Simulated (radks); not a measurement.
Values are calculated unless marked as measured or tabulated.
Question: These are the eigenvalues of the occupied orbitals of an atom or ion with whole-number occupations (hartree). Code: a radial shooting solver on a logarithmic mesh with Libxc functionals. Model: Dirac Kohn-Sham, BLYP, spin-unpolarised, spherical densities, finite nucleus; Fermi nuclear charge, rms radius of each element as measured or else 0.836 A^(1/3) + 0.57 fm.

1s1/2: -1593.770
2s1/2: -257.8512
2p1/2: -243.9843
2p3/2: -224.8648
3s1/2: -56.09623
3p1/2: -50.16987
3p3/2: -46.35388
3d3/2: -36.02308
3d5/2: -35.19805
4s1/2: -11.31716
4p1/2: -9.08079
4p3/2: -8.25220
4d3/2: -4.57597
4d5/2: -4.42964
5s1/2: -1.69651
5p1/2: -1.10018
5p3/2: -0.98841
6s1/2: -0.30205
4f5/2: -0.28261
4f7/2: -0.26773

Which element is it, and in what charge state? The configuration may be excited. Open shells, if any, are shared by 2j + 1.

Answer: Z = 60, neodymium, charge +1: Nd+ in [Xe] 4f4 6s1. The list shows which subshells hold electrons but not how many an open one holds; the 1s level, -1593.8 hartree, gives Z - s = 56.5 by -(Z - s)^2/2, which with screening and relativity narrows Z to a few neighbours, and the depths of the outer levels then fix element, charge and occupations together.
